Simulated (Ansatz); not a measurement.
Geometry optimisation, DFT PBE-D3(BJ), scalar-relativistic, plane waves, PAW (Ansatz 0.2.0).

The input (input.yaml):

```yaml
crystal:
  lattice:
    - [7.573114, 0.0, 0.0]
    - [3.786557, 6.558509, 0.0]
    - [0.0, 0.0, 14.676426]
  atoms:
    - { symbol: H, position: [0.1111111, 0.1111111, 0.0681365] }
    - { symbol: H, position: [0.4444444, 0.1111111, 0.0681365] }
    - { symbol: H, position: [0.7777778, 0.1111111, 0.0681365] }
    - { symbol: H, position: [0.1111111, 0.4444444, 0.0681365] }
    - { symbol: H, position: [0.4444444, 0.4444444, 0.0681365] }
    - { symbol: H, position: [0.7777778, 0.4444444, 0.0681365] }
    - { symbol: H, position: [0.1111111, 0.7777778, 0.0681365] }
    - { symbol: H, position: [0.4444444, 0.7777778, 0.0681365] }
    - { symbol: H, position: [0.7777778, 0.7777778, 0.0681365] }
    - { symbol: C, position: [0.1111111, 0.1111111, 0.1430866] }
    - { symbol: C, position: [0.4444444, 0.1111111, 0.1430866] }
    - { symbol: C, position: [0.7777778, 0.1111111, 0.1430866] }
    - { symbol: C, position: [0.1111111, 0.4444444, 0.1430866] }
    - { symbol: C, position: [0.4444444, 0.4444444, 0.1430866] }
    - { symbol: C, position: [0.7777778, 0.4444444, 0.1430866] }
    - { symbol: C, position: [0.1111111, 0.7777778, 0.1430866] }
    - { symbol: C, position: [0.4444444, 0.7777778, 0.1430866] }
    - { symbol: C, position: [0.7777778, 0.7777778, 0.1430866] }
    - { symbol: C, position: [-0.1111111, 0.2222222, 0.1781963] }
    - { symbol: C, position: [0.2222222, 0.2222222, 0.1781963] }
    - { symbol: C, position: [0.5555556, 0.2222222, 0.1781963] }
    - { symbol: C, position: [-0.1111111, 0.5555556, 0.1781963] }
    - { symbol: C, position: [0.2222222, 0.5555556, 0.1781963] }
    - { symbol: C, position: [0.5555556, 0.5555556, 0.1781963] }
    - { symbol: C, position: [-0.1111111, 0.8888889, 0.1781963] }
    - { symbol: C, position: [0.2222222, 0.8888889, 0.1781963] }
    - { symbol: C, position: [0.5555556, 0.8888889, 0.1781963] }
    - { symbol: C, position: [-0.1111111, 0.2222222, 0.2835255] }
    - { symbol: C, position: [0.2222222, 0.2222222, 0.2835255] }
    - { symbol: C, position: [0.5555556, 0.2222222, 0.2835255] }
    - { symbol: C, position: [-0.1111111, 0.5555556, 0.2835255] }
    - { symbol: C, position: [0.2222222, 0.5555556, 0.2835255] }
    - { symbol: C, position: [0.5555556, 0.5555556, 0.2835255] }
    - { symbol: C, position: [-0.1111111, 0.8888889, 0.2835255] }
    - { symbol: C, position: [0.2222222, 0.8888889, 0.2835255] }
    - { symbol: C, position: [0.5555556, 0.8888889, 0.2835255] }
    - { symbol: C, position: [0.0, 0.0, 0.3186352] }
    - { symbol: C, position: [0.3333333, 0.0, 0.3186352] }
    - { symbol: C, position: [0.6666667, 0.0, 0.3186352] }
    - { symbol: C, position: [0.0, 0.3333333, 0.3186352] }
    - { symbol: C, position: [0.3333333, 0.3333333, 0.3186352] }
    - { symbol: C, position: [0.6666667, 0.3333333, 0.3186352] }
    - { symbol: C, position: [0.0, 0.6666667, 0.3186352] }
    - { symbol: C, position: [0.3333333, 0.6666667, 0.3186352] }
    - { symbol: C, position: [0.6666667, 0.6666667, 0.3186352] }
    - { symbol: Al, position: [0.5941327, 0.0342617, 0.4528641], spin: 1.0 }
    - { symbol: Cl, position: [0.8636777, 0.0416911, 0.4740204] }
    - { symbol: Cl, position: [0.3171625, 0.3037986, 0.4740204] }
    - { symbol: Cl, position: [0.601558, -0.2427047, 0.4740204] }
magnetization:
  spin_polarized: true
basis:
  ecutwfc: 420.0
kpoints:
  mp_grid: { grid: [2, 2, 1] }
hamiltonian:
  xc: pbe
  dispersion: d3bj
  pseudopotentials: { kind: paw, azcp: { folder: soft_1 } }
scf:
  occupations: { method: gaussian, width: 0.02 }
  lower_state_search: "off"
relax:
  f_tol: 0.03
  max_steps: 60
  adjacent_minimum: "off"
  constraints:
    - { sites: [0, 1, 2, 3, 4, 5, 6, 7, 8, 9, 10, 11, 12, 13, 14, 15, 16, 17, 18, 19, 20, 21, 22, 23, 24, 25, 26] }
```

Launched with:

```bash
$ ansatz run input.yaml --threads 4 --pin off --max-ram 10240MiB --backend cpu --events-out ev --progress --plain --runs-dir out
```

**Question.** Where does it end, and by what steps?

**Answer.** The forces met the threshold. Limits of this set-up: coarse k mesh, thin slab, slab without dipole correction, a typed lattice constant that wasn't relaxed here. After 10 steps the energy has fallen by 4.026 eV; Cl47 moved furthest, 0.89 Å.

```tsv
step	energy less start (eV)	largest force component (eV/Å)	accepted
0	0.0000	4.075	yes
1	-2.5165	1.854	yes
2	-3.3075	0.631	yes
3	-3.5918	0.543	yes
4	-3.7789	0.891	yes
5	-3.9437	0.689	yes
6	-4.0007	0.418	yes
7	-4.0126	0.432	yes
8	-4.0248	0.072	yes
9	-4.0249	0.071	yes
10	-4.0260	0.014	yes
```

```xyz
49
Lattice="7.5731 0.0000 0.0000 3.7866 6.5585 0.0000 0.0000 0.0000 14.6764" Properties=species:S:1:pos:R:3
H 1.262 0.729 1.000
H 3.787 0.729 1.000
H 6.311 0.729 1.000
H 2.524 2.915 1.000
H 5.049 2.915 1.000
H 7.573 2.915 1.000
H 3.787 5.101 1.000
H 6.311 5.101 1.000
H 8.835 5.101 1.000
C 1.262 0.729 2.100
C 3.787 0.729 2.100
C 6.311 0.729 2.100
C 2.524 2.915 2.100
C 5.049 2.915 2.100
C 7.573 2.915 2.100
C 3.787 5.101 2.100
C 6.311 5.101 2.100
C 8.835 5.101 2.100
C 0.000 1.457 2.615
C 2.524 1.457 2.615
C 5.049 1.457 2.615
C 1.262 3.644 2.615
C 3.787 3.644 2.615
C 6.311 3.644 2.615
C 2.524 5.830 2.615
C 5.049 5.830 2.615
C 7.573 5.830 2.615
C -0.002 1.456 4.242
C 2.515 1.454 4.207
C 5.058 1.451 4.190
C 1.260 3.644 4.243
C 3.787 3.659 4.207
C 6.310 3.643 4.242
C 2.526 5.832 4.217
C 5.052 5.834 4.245
C 7.573 5.828 4.211
C 0.000 -0.003 4.585
C 2.531 0.001 4.572
C 5.050 0.000 4.721
C 1.259 2.184 4.588
C 3.790 2.191 4.643
C 6.306 2.184 4.572
C 2.524 4.378 4.575
C 5.049 4.378 4.587
C 7.570 4.376 4.582
Al 4.962 0.092 6.719
Cl 6.726 0.539 7.804
Cl 3.805 2.210 6.528
Cl 3.583 -1.175 7.716
```

Whether the end is a true minimum wasn't checked by a vibrational analysis.

The run took 120 s on 4 threads of Arm Neoverse V2, with other jobs on the host, peak memory 2.4 GiB.
